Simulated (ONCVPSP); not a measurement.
silver (Ag): excitation energies, all-electron against ONCV

silver, optimised norm-conserving Vanderbilt (ONCV), made with ONCVPSP 4.0.1 (LDA (Perdew-Zunger), fully relativistic). Core [Ar] 3d10 4s2, reference 4p6 4d10 5s0.75 5p0.25. Waves: 5s: rc 2.75 bohr, ncon 4, nbas 7, qcut 2 1/bohr, 2 projectors, debl 1.2 Ha; 4p+5p: rc 1.35 bohr, ncon 5, nbas 9, qcut 10.9 1/bohr, 2 projectors; 4d: rc 1.20 bohr, ncon 3, nbas 7, qcut 6.8 1/bohr, 2 projectors, debl 3.9 Ha. Local part: polynomial inside 1.00 bohr (lpopt 1, dvloc0 2 Ha). Core correction: Teter function, fcfact 2.25, rcfact 1.

Open shells are filled in proportion to 2j + 1.

Energies are relative to the spin-unpolarised reference configuration 4p6 4d10 5s0.75 5p0.25; without spin polarisation the order of configurations can differ from experiment. Not all tests gave a result: 1 of 4 tests not solved or not reliable.

```csv
valence configuration,charge,ΔE all-electron (eV),error AE − PS (meV)
4p6 4d10 5s1 5p0,0,-0.972,-0.2
4p6 4d10 5s0 5p0,+1,7.132,-2.6
4p6 4d10 5s0 5p1,0,3.044,-2.8
```

Levels in the configuration 4p6 4d10 5s0 5p0:

| level | all-electron (eV) | pseudo (eV) |
| --- | --- | --- |
| 4p j=3/2 | -65.356 | -65.361 |
| 4p j=1/2 | -70.505 | -70.508 |
| 4d j=5/2 | -15.693 | -15.715 |
| 4d j=3/2 | -16.264 | -16.285 |

Note: ghosts flagged at negative energy: s at -90.5 eV; no localised positive-energy state flagged. A true bound ghost makes a file unfit for plane-wave use.
